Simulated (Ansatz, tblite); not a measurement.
Forces on Ga₅As₄ at its r2SCAN-D4/def2-SVP geometry. The state is a doublet with charge 0.

The xTB rows come from tblite. Another isomer (doublet) lies 1.17 eV lower at PBE-D4/def2-SVP; other spin states weren't run for this one.

GFN1-xTB (tblite), largest force 1.04 eV/Å:

```xyz
9
positions Å, forces eV/Å
Ga    0.528   -0.870   -0.474   -0.027    0.132   -0.302
Ga   -1.771    0.229    1.673   -0.226    0.081   -0.347
Ga    1.192    2.382   -3.378   -0.328    0.148   -0.135
Ga   -0.809    1.295   -1.921   -0.069    0.959   -0.335
Ga    0.622   -0.953    2.509   -0.239    0.008    0.284
As    2.207   -1.598    1.006    0.667   -0.368   -0.302
As    1.110   -0.030   -2.684    0.801   -0.657   -0.022
As   -1.108   -0.069    3.832   -0.111    0.045    1.008
As   -1.973   -0.385   -0.563   -0.467   -0.348    0.151
```

GFN2-xTB (tblite), largest force 1.45 eV/Å:

```
Ga -0.081 0.020 -0.029
Ga -0.401 0.328 -0.327
Ga 0.389 0.703 -0.491
Ga -0.342 0.978 -0.178
Ga 0.137 -0.138 0.401
As 0.820 -0.418 -0.189
As 0.724 -0.666 -0.448
As -0.147 0.138 1.179
As -1.098 -0.943 0.082
```

PBE-D4/def2-SVP (Ansatz), largest force 0.46 eV/Å:

```
Ga -0.061 -0.047 0.022
Ga -0.097 0.143 -0.047
Ga 0.046 0.210 -0.092
Ga -0.150 0.268 0.008
Ga -0.016 -0.011 0.089
As 0.399 -0.157 -0.094
As 0.231 -0.267 -0.158
As -0.099 0.050 0.447
As -0.254 -0.189 -0.176
```
